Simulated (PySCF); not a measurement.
Correlation energy of P⁺ (phosphorus, charge +1)

[Ne] 3s2 3p2, high-spin 3P determinant. Calculation: PySCF 2.14, in x2c-TZVPPall (5s5p3d1f, 42 functions); the spin-free X2C one-electron Hamiltonian (Gaussian nucleus). Frozen: [Ne]; 4 electrons correlated.

```json
{"level": "CCSD", "correlation energy (mhartree)": "-82.23"}
{"level": "(T)", "correlation energy (mhartree)": "-2.30"}
{"level": "CCSD(T)", "correlation energy (mhartree)": "-84.53"}
{"level": "CCSDT", "correlation energy (mhartree)": "-85.22"}
```

Diagnostics: T1 = 0.0097, D1 = 0.0249, largest double amplitude 0.102.

Q: Is a single reference adequate?

A: Mostly. T1 lies below 0.03, but a double amplitude of this size points to a near-degeneracy that CCSD handles and MP2 describes poorly.
